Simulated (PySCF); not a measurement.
**Electron correlation in Yb⁶³⁺ (ytterbium, charge +63)**

[He] 2s2 2p3, high-spin 4S determinant. Calculation: PySCF 2.14, in an even-tempered Gaussian basis (18 s from 42 bohr⁻², ratio 2.2; 13 p from 54 bohr⁻², ratio 2.2; 5 d from 200 bohr⁻², ratio 2.4; 5 f from 300 bohr⁻², ratio 2.4; 4 g from 450 bohr⁻², ratio 2.4); scalar relativity by spin-free X2C-1e. Frozen: nothing; 7 electrons correlated; the 12 highest virtual orbitals of each spin left out.

```
  level  correlation energy (mhartree)
   CCSD                        -256.95
    (T)                          -0.02
CCSD(T)                        -256.97
```

Diagnostics: T1 = 2.5e-05, D1 = 0.0001, largest double amplitude 0.004.

Spin-orbit coupling is strong in this species (close to jj coupling), so the high-spin LS determinant is a model state, not a physical level.

Cost of the coupled-cluster step: 170 s of wall time on 2 threads of Neoverse-V1 (shared host), for 7 correlated electrons.

At this charge the one-electron X2C treatment keeps the bare 1/r₁₂, with no two-electron picture change or Breit term. That inflates the 1s pair energies well beyond their four-component values; and a scalar Hamiltonian misses the large spin-orbit splitting of the p shells, which matters for ns² → np² pairs.

Spin-orbit coupling is strong in this species, so the high-spin LS determinant is a model state.
